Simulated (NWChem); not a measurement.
Molecule: AlH$_{3}$O$_{2}$; SMILES [OH][AlH][OH]

All runs: NWChem. Coordinates come from a PBE0/def2-SVP optimisation. One conformer.

Diagonal of the polarisability tensor at PBE0/aug-cc-pVDZ, static: 34.06, 36.53, 33.39 bohr³.

### Question
Find the mean polarisability volume, the molar refraction, and the refractive index that an ideal gas of it would have at 273.15 K and 1 atm.

### Answer

1. Mean: one third of the trace = 34.66 bohr³ × 0.14818 Å³/bohr³ = 5.14 Å³.
2. Molar refraction (Lorentz-Lorenz): (4π/3) N_A α = 13.0 cm³/mol.
3. Number density p/kT = 2.687 × 10⁻⁵ Å⁻³; n − 1 = 2π N α = 8.67 × 10⁻⁴.
4. These hold the electronic response alone: vibrational and orientational terms add to the static dielectric constant.
